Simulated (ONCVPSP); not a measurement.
# manganese (Mn): one change to an ONCV potential, before and after

Mn (Z = 25), optimised norm-conserving Vanderbilt (ONCV), made with ONCVPSP 4.0.1 (PBE, scalar-relativistic). Core [Ne], reference 3s2 3p6 3d5 4s1 4p1. Waves: 3s+4s: rc 1.25 bohr, ncon 4, nbas 8, qcut 10.3 1/bohr, 2 projectors; 3p+4p: rc 1.50 bohr, ncon 4, nbas 8, qcut 10.8 1/bohr, 2 projectors; 3d: rc 1.95 bohr, ncon 4, nbas 9, qcut 8.6 1/bohr, 2 projectors, debl 1.1 Ha. Local part: polynomial inside 0.85 bohr (lpopt 3, dvloc0 0 Ha). Core correction: none.

Change: s: qcut 6.3; p: qcut 6.6; d: qcut 5.2.

Cutoffs: the cutoffs (Ha) at which the residual kinetic energy of the hardest occupied pseudo-wave falls to 1 and 0.1 mHa per electron; they do not see the model core or the augmentation charge, which bear on the density cutoff. Errors are all-electron minus pseudo energies relative to the spin-unpolarised reference configuration.

Task: Predict the effect on cutoff, ghosts and configuration errors.

Result: The potential gets harder (36 Ha and 43 Ha → 77 Ha and 108 Ha); of the 4 tests that both files solve, the error grows in 3 and shrinks in 0 by more than 15 % and 0.3 meV (median size 1.3 → 5.5 meV); the range in which the d phases agree narrows (upper end at the end of the scan → 3.8); neither file shows a bound ghost.

```tsv
quantity	base	changed
cutoff, loose	36 Ha	77 Ha
cutoff, tight	43 Ha	108 Ha
loose cutoff by channel	s 36 Ha, p 32 Ha, d 28 Ha	s 36 Ha, p 24 Ha, d 77 Ha
bound ghosts	none	none
GHOST(+) flags under 300 eV	none	none
error for 3s2 3p6 3d5 4s2 4p0, meV [ΔE -3.86 eV]	+0.7	-0.9
error for 3s2 3p6 3d5 4s1 4p0, meV [ΔE 4.56 eV]	0.0	+0.4
error for 3s2 3p6 3d5 4s0 4p0, meV [ΔE 20.16 eV]	+1.9	-10
error for 3s2 3p5 3d5 4s2 4p0, meV [ΔE 58.12 eV]	-244	-392
s: phases at 1.27 bohr within 0.05 rad from the reference energy up to (Ha; the scan ends near 5)	to the end of the scan	to the end of the scan
p: phases at 1.52 bohr within 0.05 rad from the reference energy up to (Ha; the scan ends near 5)	to the end of the scan	to the end of the scan
d: phases at 1.98 bohr within 0.05 rad from the reference energy up to (Ha; the scan ends near 5)	to the end of the scan	3.8
```
